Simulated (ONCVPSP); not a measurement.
## Eu (Z = 63), ONCV: configuration errors across variants

Eu, optimised norm-conserving Vanderbilt (ONCV), made with ONCVPSP 4.0.1 (PBEsol, fully relativistic). Core [Kr] 4d10 4f6, reference 5s2 5p6 5d1 6s1.75 (charge +0.25). Waves: 5s+6s: rc 2.50 bohr, ncon 5, nbas 8, qcut 4.3 1/bohr, 2 projectors; 5p: rc 2.05 bohr, ncon 4, nbas 8, qcut 5.2 1/bohr, 2 projectors, debl 1.3 Ha; 5d: rc 3.60 bohr, ncon 4, nbas 9, qcut 4.3 1/bohr, 1 projector; f scattering state at 0.12 Ha: rc 2.90 bohr, ncon 4, nbas 9, qcut 3.4 1/bohr, 3 projectors, debl 3.3 Ha. Local part: polynomial inside 1.40 bohr (lpopt 5, dvloc0 2 Ha). Core correction: polynomial model core, fcfact 0.55.

Open shells are filled in proportion to 2j + 1.

All-electron excitation energies from the reference (eV): (1) 5s2 5p6 5d1 6s2 -1.172; (2) 5s2 5p6 5d1 6s1 5.408; (3) 5s2 5p6 5d1 6s0 17.290; (4) 5s2 5p6 5d2 6s0 6.316.

Errors AE − PS in meV (a dash: test not solved or not reliable):

| change | (1) | (2) | (3) | (4) | bound ghosts | GHOST(+) flags above zero |
| --- | --- | --- | --- | --- | --- | --- |
| base | -0.1 | -2.3 | -26 | +4.1 | none | s, f7/2, f5/2 |
| local potential polynomial inside 1.40 bohr (lpopt 5, dvloc0 6.5 Ha) | -0.2 | -2.3 | -26 | +3.8 | none | none |
| d: rc 5.36 | -0.4 | -6.9 | -75 | +56 | none | s, d5/2, f7/2, d3/2, f5/2 |
| p: qcut 4.6 | -0.1 | -2.3 | -25 | +4.0 | none | s, f7/2, f5/2 |
| d: nbas 7 | -0.1 | -2.3 | -25 | +3.1 | none | s, f7/2, f5/2 |
| core correction polynomial model core, fcfact 0.62 | -0.1 | -2.3 | -26 | +4.0 | none | s, f7/2, f5/2 |

(1) Give the same row for: p: rc 1.88.

Results:

(1) -0.1, -2.3, -26, +4.2; bound ghosts: none; GHOST(+) flags above zero: s, f7/2, f5/2.
